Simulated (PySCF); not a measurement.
**Radial density of Kr(2+) (krypton, charge +2)**

M06, [Ar] 3d10 4s2 4p3 4d1, high-spin 5D determinant (an excited configuration). Calculation: PySCF 2.14, in aug-cc-pwCVTZ-PP with ECP10MDF (8s7p6d4f1g, 96 functions); a scalar-relativistic core potential. This is the valence pseudo-density: the core potential removes the inner electrons and smooths the orbitals near the nucleus.

```csv
r (bohr),4πr²ρ (e/bohr),4πr²(ρα − ρβ)
0.000574,5.701e-05,0.0000
0.000966,0.0001609,0.0000
0.00162,0.0004517,0.0000
0.00273,0.001251,0.0000
0.00460,0.003346,0.0000
0.00773,0.008239,0.0000
0.0130,0.01772,0.0000
0.0219,0.03366,0.0000
0.0368,0.05663,0.0001
0.0619,0.1620,0.0015
0.104,1.107,0.0117
0.175,6.737,0.0856
0.295,24.88,0.4373
0.495,34.90,0.3495
0.833,11.03,0.3263
1.40,4.767,2.5491
2.36,1.606,1.2571
3.97,0.1394,0.1372
6.67,0.001412,0.0014
```

Energies and moments cover only the electrons outside the core potential. The outer electron is Rydberg-like, and this basis confines it to a smaller radius and binds it less than a complete one would.
